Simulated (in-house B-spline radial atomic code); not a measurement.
## Cs XV (Cs14+): [He] 2s2 (2p1/2)2 (2p3/2)3 3s2 (3p1/2)1 (3p3/2)4 3d10 4s2 4p6 4d7 (with a hole in an inner shell)

All numbers are computed (Dirac-Hartree-Fock, average of the jj configuration; Fermi nucleus of rms radius 4.8041 fm) with a radial B-spline atomic code at the basis-set limit, not measured.

Effective charges: Z_r = [3n² - l(l+1)]/(2<r>) from the radius, Z_e = n√(-2ε) from the energy, and Slater's rules. Values are occupation-weighted means over j. An effective charge above Z reflects the relativistic contraction of the inner shells.

| shell | electrons | ε (eV) | <r> (bohr) | Z_r | Z_e | Slater |
| --- | --- | --- | --- | --- | --- | --- |
| 1s | 2 | -36760 | 0.02608 | 57.51 | 51.98 | 54.70 |
| 2s | 2 | -6237.4 | 0.1109 | 54.11 | 42.82 | 51.20 |
| 2p | 5 | -5698.2 | 0.09723 | 51.43 | 40.93 | 51.20 |
| 3s | 2 | -1601.6 | 0.2917 | 46.29 | 32.55 | 44.95 |
| 3p | 5 | -1402.7 | 0.2895 | 43.18 | 30.46 | 44.95 |
| 3d | 10 | -1125.8 | 0.2631 | 39.91 | 27.29 | 35.85 |
| 4s | 2 | -539.16 | 0.6522 | 36.80 | 25.18 | 29.10 |
| 4p | 6 | -468.48 | 0.6787 | 33.89 | 23.47 | 29.10 |
| 4d | 7 | -366.01 | 0.7168 | 29.30 | 20.75 | 18.90 |

The least bound orbital is 4d5/2 at -364.6 eV, and it is also the most diffuse (<r> = 0.7197 bohr). The part-filled 2p shell lies below the filled 4p shell in orbital energy.

For the 1s electron the small component carries 4.12 % of the norm, the zero-frequency Breit interaction raises the level by 89.76 eV, self-energy by 53.27 eV, and vacuum polarisation lowers it by 7.58 eV.
